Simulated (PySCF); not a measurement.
# Radial density of Cl⁻ (chlorine, charge -1)

UHF, [Ar], closed-shell 1S. All numbers are calculated (PySCF 2.14, the spin-free X2C one-electron Hamiltonian (Gaussian nucleus), in dyall-acv3z).

```json
{"r (bohr)": "0.00143", "4πr²ρ (e/bohr)": "0.09525"}
{"r (bohr)": "0.00241", "4πr²ρ (e/bohr)": "0.2512"}
{"r (bohr)": "0.00405", "4πr²ρ (e/bohr)": "0.6494"}
{"r (bohr)": "0.00682", "4πr²ρ (e/bohr)": "1.622"}
{"r (bohr)": "0.0115", "4πr²ρ (e/bohr)": "3.818"}
{"r (bohr)": "0.0193", "4πr²ρ (e/bohr)": "8.112"}
{"r (bohr)": "0.0324", "4πr²ρ (e/bohr)": "14.49"}
{"r (bohr)": "0.0546", "4πr²ρ (e/bohr)": "19.45"}
{"r (bohr)": "0.0918", "4πr²ρ (e/bohr)": "17.25"}
{"r (bohr)": "0.154", "4πr²ρ (e/bohr)": "13.24"}
{"r (bohr)": "0.260", "4πr²ρ (e/bohr)": "18.33"}
{"r (bohr)": "0.437", "4πr²ρ (e/bohr)": "15.52"}
{"r (bohr)": "0.735", "4πr²ρ (e/bohr)": "4.443"}
{"r (bohr)": "1.24", "4πr²ρ (e/bohr)": "4.561"}
{"r (bohr)": "2.08", "4πr²ρ (e/bohr)": "3.097"}
{"r (bohr)": "3.50", "4πr²ρ (e/bohr)": "0.6077"}
{"r (bohr)": "5.88", "4πr²ρ (e/bohr)": "0.03683"}
{"r (bohr)": "9.89", "4πr²ρ (e/bohr)": "0.0004392"}
```

Densities and radii are taken from the X2C orbitals without a picture-change correction, which distorts them close to the nucleus.
